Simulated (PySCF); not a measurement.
**Bond curve of CaP**

Set-up: basis Ca def2-SVPD, P def2-SVPD; no relativity; PySCF 2.14. Energies in eV from Ca + P in their ground configurations at the same level. State: ⁴Σ⁻ (quartet), unpaired electrons σ ↑, π ↑↑.

```json
{"R (Å)": "2.376", "LC-ωPBE": "-0.878"}
{"R (Å)": "2.487", "LC-ωPBE": "-1.217"}
{"R (Å)": "2.597", "LC-ωPBE": "-1.400"}
{"R (Å)": "2.680", "LC-ωPBE": "-1.462"}
{"R (Å)": "2.763", "LC-ωPBE": "-1.474"}
{"R (Å)": "2.846", "LC-ωPBE": "-1.450"}
{"R (Å)": "2.956", "LC-ωPBE": "-1.375"}
{"R (Å)": "3.095", "LC-ωPBE": "-1.235"}
{"R (Å)": "3.260", "LC-ωPBE": "-1.032"}
{"R (Å)": "3.481", "LC-ωPBE": "-0.748"}
```

Q: Put a parabola through the three lowest points of the LC-ωPBE curve and estimate Re, k and ωe (reduced mass 17.45 u; 1 eV/Å² = 0.16022 mdyn/Å; ωe = 1302.8·√(k/μ) cm⁻¹).

A: Through R = 2.68, 2.763, 2.846 Å the second-order coefficient is 2.61 eV/Å², so Re ≈ 2.749 Å, k ≈ 0.837 mdyn/Å and ωe ≈ 285 cm⁻¹. A polynomial fit of higher order to the unrounded LC-ωPBE energies gives Re = 2.747 Å, k = 0.913 mdyn/Å, ωe = 298 cm⁻¹; anharmonicity and rounding make the difference.

The higher-order fit for each curve: LC-ωPBE: Re = 2.747 Å, ωe = 298 cm⁻¹, De = 1.48 eV.

The state is the lowest determinant that a PBE0 search found; another state may lie lower at other levels.
